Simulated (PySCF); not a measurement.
## Ionisation energy of Ti⁺ by level of theory

Ti⁺ [Ar] 3d2 4s1 (4F) → Ti²⁺ [Ar] 3d2 (3F), as a difference of total energies. Calculation: PySCF 2.14, in x2c-SVPall; the spin-free X2C one-electron Hamiltonian (Gaussian nucleus). Correlated levels: valence: [Ar] frozen. The calculations carry no spin-orbit coupling.

```tsv
method	ionisation energy (eV)
UHF	12.894
M06-L	12.859
B3LYP	13.841
MP2 (valence)	12.986
SCS-MP2 (valence)	12.925
```

Task: How much does correlation contribute at MP2 (valence)?

Result: 12.986 − (12.894) = 0.092 eV, measured against UHF.

The reference lies between the lowest fine-structure levels, while these numbers refer to the centres of the terms.

Errors of the correlated levels include the incompleteness of this basis and the frozen core.

For comparison: 13.575 eV (measured; NIST Atomic Spectra Database, ionization energies).
